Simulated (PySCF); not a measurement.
Stepwise substitution at one centre (Ga F-H). Gas-phase values, no solvent. Strings in code marks are SMILES.

The HOMO–LUMO gap from two functionals at the same geometries (B3LYP-D3(BJ)/def2-TZVP), both in PySCF: PBE-D3(BJ)/def2-TZVP and B3LYP-D3(BJ)/def2-TZVP. B3LYP has the VWN-RPA correlation part, as in Gaussian. 

```
species                                   PBE-D3(BJ)/def2-TZVP (eV)
----------------------------------------  -------------------------
1 of 3 F replaced by H (`[GaH]([F])[F]`)                       6.50
2 of 3 F replaced by H (`[F][GaH2]`)                           5.11
3 of 3 F replaced by H (`[GaH3]`)                              4.69
```

### Question
What does B3LYP-D3(BJ)/def2-TZVP give for each?

### Answer

- 1 of 3 F replaced by H (`[GaH]([F])[F]`): 8.44
- 2 of 3 F replaced by H (`[F][GaH2]`): 6.84
- 3 of 3 F replaced by H (`[GaH3]`): 6.29
Over these rows, drawn at random from the members with no instability flagged (it was tested for open shells, ions and some series alone), PBE minus B3LYP-D3(BJ): mean -1.75 eV, from -1.93 eV to -1.59 eV.
